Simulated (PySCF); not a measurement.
**MZn cations for M along the halogens**

HF with triple-zeta basis sets in PySCF, for the lowest determinant that a PBE0 search found; no spin–orbit coupling. De refers to high-spin ground-configuration atoms (the charge goes to the atom of lower measured ionisation energy or higher electron affinity, which is not always the lowest computed limit). A positive dipole points towards Zn; it is taken about the centre of mass and depends on that origin.

| M | basis | reference | charged atom | state (unpaired electrons) | Re (Å) | ωe (cm⁻¹) | De (eV) | μ (D) |
| --- | --- | --- | --- | --- | --- | --- | --- | --- |
| F | def2-TZVPPD | RHF | Zn+ | singlet (closed shell) | 1.707 | 775 | 1.11 | 7.11 |
| Br | def2-TZVPPD | RHF | Zn+ | singlet (closed shell) | 2.214 | 351 | 1.18 | 8.34 |

Task: The row for M = Cl is missing. Estimate Re, ωe and De as the mean of the rows for F and Br, and compare with the calculation.

Result: The means are 1.961 Å, 563 cm⁻¹ and 1.15 eV. RHF in def2-TZVPPD gives ZnCl⁺ as a singlet (closed shell) with Re = 2.075 Å, ωe = 481 cm⁻¹, De = 1.32 eV, so the estimate is off by -11.5 pm, +17 % and -0.18 eV.

For an ion De counts to the pair picked by the measured ionisation energies or electron affinities, which need not be the lowest pair at this level. Where the molecule has an RHF reference, its open-shell atoms are computed with UHF. Hartree–Fock leaves out correlation, which carries a large part of most bond energies and some tenths to 1 eV of ionisation energies.
